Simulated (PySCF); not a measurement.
B(Cl)(F)(NHMe) (CH4BClFN), SMILES FB(NC)Cl. The structure is a stationary point at PBE-D3(BJ)/def2-SVP. This is a generated structure with no PubChem entry under its InChIKey; it may be hypothetical. The values are those of a single conformer.

Computed equilibrium geometry at PBE-D3(BJ)/def2-SVP (PySCF confirms it by a frequency run) as Cartesian coordinates in Å, and its point group (one conformer of several):
point group Cs.
```xyz
9

B      0.2285     0.1084     0.0000
Cl    -0.3680     1.7872     0.0000
F      1.5549    -0.0987     0.0000
N     -0.6704    -0.9664     0.0000
C     -0.3156    -2.3735     0.0000
H     -1.6699    -0.7578     0.0000
H     -0.7047    -2.9003     0.8984
H     -0.7047    -2.9003    -0.8984
H      0.7859    -2.4725     0.0000
```
